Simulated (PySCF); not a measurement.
# [CeH5]-: from structure and modes to constants

Level of theory: PySCF, PBE0, basis Ce def2-TZVP with ECP28, H def2-TZVP (scalar-relativistic core potentials, no spin–orbit coupling, density fitting).

The singlet minimum has D3h symmetry. Masses (u): Ce 139.90544, H 1.00782.

```xyz
6
charge -1 multiplicity 1, angstrom
Ce    0.0000    0.0000    0.0000
H    -0.0007    0.0000    2.0824
H     1.8037    0.0000   -1.0406
H     0.0000    2.0864    0.0000
H    -1.8030    0.0000   -1.0418
H     0.0000   -2.0864    0.0000
```

Harmonic wavenumbers (cm⁻¹): 106.6 (e', ×2), 237.8 (a2'', ×1), 374.2 (e'', ×2), 502.9 (e', ×2), 1128.4 (a1', ×1), 1176.4 (a2'', ×1), 1235.8 (e', ×2), 1375.9 (a1', ×1).

Q: Find the principal moments of inertia and the rotational constants. What kind of rotor is it?

A: About the centre of mass I = 13.111, 15.329, 15.329 u Å². With B = 16.8576/I this gives 1.286, 1.1, 1.1 cm⁻¹. The molecule is a prolate symmetric top.

Q: Find the vibrational entropy and heat capacity at 298.15 K.

A: With u = 1.43878 ω/T, each mode gives S = R[u/(eᵘ−1) − ln(1−e⁻ᵘ)] and C = R u² eᵘ/(eᵘ−1)².
```
   ω (cm⁻¹)      u  S (J/(mol K))  C (J/(mol K))
 106.6 (×2)  0.514          13.93           8.13
      237.8  1.148           7.61           7.46
 374.2 (×2)  1.806           4.45           6.38
 502.9 (×2)  2.427           2.72           5.20
     1128.4  5.445           0.23           1.07
     1176.4  5.677           0.19           0.92
1235.8 (×2)  5.964           0.15           0.76
     1375.9  6.640           0.08           0.48
```
The sums over all modes are S = 50.6 and C = 50.9 J/(mol K); the softest mode gives 28 % of the entropy (each member, where degenerate).

Stability towards spin polarisation was not tested. This need not be the most stable arrangement of these atoms. The lowest empty level of this anion is unbound, so it and the gap depend on the basis. The basis has no diffuse functions, which an anion would want.
